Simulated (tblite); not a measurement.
Species: C₆H₆NOS (charge +1).
SMILES with atom numbers: `[NH2:1][c:2]1[cH:3][c:4]([CH:5]=[O:6])[cH:7][cH:8][s+:9]1` (hydrogens: H10, H11 on N1; H12 on C3; H13 on C5; H14 on C7; H15 on C8)

Cartesian coordinates in Å at the GFN2-xTB level; atoms count from 1:
```
atom  x, y, z in Å
N1     2.7248   -0.2277   -0.1297
C2     1.4591    0.1706   -0.0668
C3     0.3976   -0.7494   -0.0324
C4    -0.9292   -0.3966    0.0364
C5    -1.9846   -1.4628    0.0665
O6    -3.1505   -1.2167    0.1280
C7    -1.3720    0.9456    0.0795
C8    -0.5261    2.0017    0.0531
S9     1.1780    1.8803   -0.0289
H10    2.9597   -1.2093   -0.1559
H11    3.4860    0.4341   -0.1543
H12    0.6566   -1.8004   -0.0635
H13   -1.5869   -2.4902    0.0266
H14   -2.4413    1.1060    0.1351
H15   -0.8757    3.0228    0.0843
```

Calculated harmonic vibrations of the isolated species, GFN2-xTB (tblite), most abundant isotopes, no scaling. Errors from tens to a few hundred cm⁻¹ against measured bands are possible. One conformer, not necessarily the lowest.

Question: How many normal modes are there?

Answer: 15 atoms, non-linear: 3N − 6 = 39.

Question: What is the point group of the computed structure, and how do the modes divide by symmetry?

Answer: Cs. The vibrations span 27 a′ + 12 a″.

Question: How many distinct wavenumbers does the calculation give?

Answer: 39: Cs has no degenerate species.

Question: How many fundamentals are allowed in the infrared by symmetry?

Answer: 39 of 39: in Cs every mode is allowed. All fundamentals are allowed in the Raman spectrum.

Question: What zero-point energy do the modes add up to?

Answer: ½Σν̃ = 23235 cm⁻¹ = 66.4 kcal/mol (39 modes); those above 1550 cm⁻¹ give 31.9 kcal/mol of it.

Question: What thermal excitation has the softest real mode at 500 K?

Answer: 70.2 cm⁻¹ is a vibrational temperature θ of 101 K. The population of v = 1 over v = 0 is exp(−θ/T) = 0.82, and the mean quantum number is 4.5.
